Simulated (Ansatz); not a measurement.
Two isomers of CH6AlNSi: A = `N=[C]([AlH2])[SiH3]`, B = `C[N]1[AlH][SiH2]1`.

Isolated molecules relaxed with PBE0-D4/def2-TZVP in Ansatz; ΔE leaves out vibrations. CCSD(T)/CBS is the MP2 limit (def2-TZVPP, def2-QZVPP) plus CCSD(T) − MP2 in def2-TZVPP, frozen cores. DFT in def2-TZVPP. B3LYP here is the variant with VWN-RPA as its local correlation; programs differ in this. Each species was taken in one conformer, which may not be the lowest.

(1) Which is lower in electronic energy at CCSD(T)/CBS, and by how much? (An estimate is asked.)

(2) Give E(B) − E(A) in kcal/mol with CCSD/def2-TZVPP, CCSD(T)/def2-SVP, B3LYP, B2PLYP, MP2/def2-TZVPP, PBE-D4, r2SCAN-D4. (An estimate is asked.)

(3) Does the order hold for the free energy at 298.15 K (harmonic terms from PBE0-D4)? (An estimate is asked.)

Largest T1 diagnostic: 0.015.

## Answers

(1) Computed: B, by 30.3 kcal/mol.

(2) Ansatz gave: CCSD/def2-TZVPP -29.4, CCSD(T)/def2-SVP -27.8, B3LYP -28.7, B2PLYP -29.9, MP2/def2-TZVPP -32.9, PBE-D4 -33.5, r2SCAN-D4 -34.2. None reverses the order clearly.

(3) Ansatz gave: Yes: G(B) − G(A) = -23.8 kcal/mol, for one conformer each.

From r2SCAN to r2SCAN0 (25 % exact exchange), in def2-TZVPP and without D4, E(B) − E(A) moves by −0.9 kcal/mol. At CCSD(T), def2-SVP lies +2.4 kcal/mol from the extrapolated value and def2-TZVPP +0.6 kcal/mol.
